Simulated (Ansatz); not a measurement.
Job for Ansatz (an electronic-structure program): R-B2PLYP/def2-TZVPPD on H2O (SMILES O). The basis file is the Basis Set Exchange's JSON of that set.

Ansatz 0.2 input:
```yaml
crystal:
  periodic: [false, false, false]
  atoms:
    - {symbol: O, position_ang: [0.00716711, 0.38955600, -0.00000000]}
    - {symbol: H, position_ang: [-0.76847174, -0.18070572, 0.00000000]}
    - {symbol: H, position_ang: [0.76130462, -0.20885028, -0.00000000]}
basis:
  gaussian:
    orbitals: def2-TZVPPD.json
hamiltonian:
  xc: {name: B2PLYP}
magnetization: {spin_polarized: false}
correlation: {electrons: outside_noble_gas}
scf: {lower_state_search: off}
```

Program output:

```
WARN ansatz: RAYON_NUM_THREADS=1 ignored (pool sized by the plan → 1); use --threads N
Functional definition: B2PLYP
these checks for a lower state are left out or cut short: stability, starts, cluster_reference, orbital_swaps, neighbouring_geometries, increment
integrals: 0.02 GiB planned
427 factors; integrals over basis functions are off by at most 1.1e-3 eV
mean field: 0.13 GiB planned
mean field evaluation 1: about -2074.0548 eV, gradient 4.4e1 eV
mean field evaluation 2: about -2074.0555 eV, gradient 4.4e1 eV
mean field evaluation 4: about -2077.0885 eV, gradient 1.2e0 eV
mean field evaluation 8: about -2077.0923 eV, gradient 6.5e-3 eV
mean field -2077.09225368 eV, -76.3317324191 hartree, gradient 5.8e-6 eV, S^2 0.000000; 0 other end points of the search recorded, 0 dependent functions left out
1 core orbitals not correlated
reference -2077.09236988 eV, -76.3317366893 hartree; 4, 4 occupied and 69, 69 virtual orbitals, 427 factors
second order -8.53553983 eV of doubles, -0.00000000 eV of singles
Total energy: -2079.39696563 eV, -76.4164290211 hartree
Checks for a lower state left out: stability, starts, cluster_reference, orbital_swaps, neighbouring_geometries, increment
```

The run converged.

Cost: around 0.5 core-seconds (rough).
